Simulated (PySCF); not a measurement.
Compound: F₂O₂Se.
InChI=1S/F2O2Se/c1-5(2,3)4

Computed with TDDFT wB97X-D/def2-SVPD, vertical, gas phase, core orbitals frozen in the response (PySCF 2.14.0, density-fitted response routines). Isolated species at its PBE0-D3(BJ)/def2-SVP geometry, gas phase. Relativistic effects, spin–orbit coupling among them, are left out although an element past zinc is present.

Each state is given a Gaussian of 0.5 eV full width at half maximum, with ε(max) = 2.175×10⁸ f / Δν̃ (Δν̃ the width in cm⁻¹). The width is an assumption, not a result. The curve ends short of the highest state used, and states not computed would add to its high-energy end.

```json
{"λ (nm)": "149.6", "ε (L mol⁻¹ cm⁻¹)": "805"}
{"λ (nm)": "153.2", "ε (L mol⁻¹ cm⁻¹)": "167"}
{"λ (nm)": "156.7", "ε (L mol⁻¹ cm⁻¹)": "33"}
{"λ (nm)": "160.2", "ε (L mol⁻¹ cm⁻¹)": "33"}
{"λ (nm)": "163.8", "ε (L mol⁻¹ cm⁻¹)": "238"}
{"λ (nm)": "167.3", "ε (L mol⁻¹ cm⁻¹)": "1127"}
{"λ (nm)": "170.8", "ε (L mol⁻¹ cm⁻¹)": "2995"}
{"λ (nm)": "174.3", "ε (L mol⁻¹ cm⁻¹)": "4737"}
{"λ (nm)": "177.9", "ε (L mol⁻¹ cm⁻¹)": "4697"}
{"λ (nm)": "181.4", "ε (L mol⁻¹ cm⁻¹)": "3079"}
{"λ (nm)": "184.9", "ε (L mol⁻¹ cm⁻¹)": "1406"}
{"λ (nm)": "188.5", "ε (L mol⁻¹ cm⁻¹)": "450"}
{"λ (nm)": "192.0", "ε (L mol⁻¹ cm⁻¹)": "111"}
{"λ (nm)": "195.5", "ε (L mol⁻¹ cm⁻¹)": "23"}
{"λ (nm)": "199.0", "ε (L mol⁻¹ cm⁻¹)": "10"}
{"λ (nm)": "202.6", "ε (L mol⁻¹ cm⁻¹)": "22"}
{"λ (nm)": "206.1", "ε (L mol⁻¹ cm⁻¹)": "55"}
{"λ (nm)": "209.6", "ε (L mol⁻¹ cm⁻¹)": "106"}
{"λ (nm)": "213.1", "ε (L mol⁻¹ cm⁻¹)": "162"}
{"λ (nm)": "216.7", "ε (L mol⁻¹ cm⁻¹)": "200"}
{"λ (nm)": "220.2", "ε (L mol⁻¹ cm⁻¹)": "202"}
{"λ (nm)": "223.7", "ε (L mol⁻¹ cm⁻¹)": "172"}
{"λ (nm)": "227.3", "ε (L mol⁻¹ cm⁻¹)": "123"}
{"λ (nm)": "230.8", "ε (L mol⁻¹ cm⁻¹)": "76"}
{"λ (nm)": "234.3", "ε (L mol⁻¹ cm⁻¹)": "42"}
{"λ (nm)": "237.8", "ε (L mol⁻¹ cm⁻¹)": "20"}
{"λ (nm)": "241.4", "ε (L mol⁻¹ cm⁻¹)": "9"}
{"λ (nm)": "244.9", "ε (L mol⁻¹ cm⁻¹)": "3"}
{"λ (nm)": "248.4", "ε (L mol⁻¹ cm⁻¹)": "1"}
{"λ (nm)": "252.0", "ε (L mol⁻¹ cm⁻¹)": "0"}
```

Problem. Locate the maxima and give the states behind the curve.

Solution. 219 nm (5.67 eV), ε about 210, made up of S1 (100%); 176 nm (7.04 eV), ε about 5000, made up of S3 (43%) and S4 (57%) (ε in L mol⁻¹ cm⁻¹; maxima over ε = 5, shares over 10%). At its high-energy end, 8.29 eV, the curve is still rising (ε about 820, from S7). The states used: S1 5.67 eV (f 0.0038); S2 5.86 eV (f 0.0000); S3 7.03 eV (f 0.040); S4 7.05 eV (f 0.053); S5 7.38 eV (f 0.0000); S6 8.00 eV (f 0.0003); S7 8.56 eV (f 0.028); S8 8.57 eV (f 0.0028); S9 8.87 eV (f 0.0000); S10 8.89 eV (f 0.061).

Problem. What would ε be at 7.04 eV, the highest of these maxima, with half the width (0.25 eV)?

Solution. About 9950 L mol⁻¹ cm⁻¹ against 5000, a factor of about 1.99; a lone state at its own centre would give exactly 2.

Problem. Coming from long wavelengths, where does ε first pass 100 L mol⁻¹ cm⁻¹?

Solution. At about 229 nm (5.42 eV), 0.25 eV below S1.

Problem. On this curve, what absorbance would a 10⁻³ mol/L sample give at 222 nm over a 1 cm path?

Solution. 222 nm is 5.585 eV, where ε is about 190 L mol⁻¹ cm⁻¹, so A = ε c l ≈ 0.19 (Beer–Lambert, with the gas-phase spectrum and the assumed width).

The vertical ionisation energy (ΔSCF) is 13.36 eV, 4.48 eV above S10.

Hardware: an Arm Neoverse V1 with one thread, no GPU, on a shared host. Cost: 58 s wall.
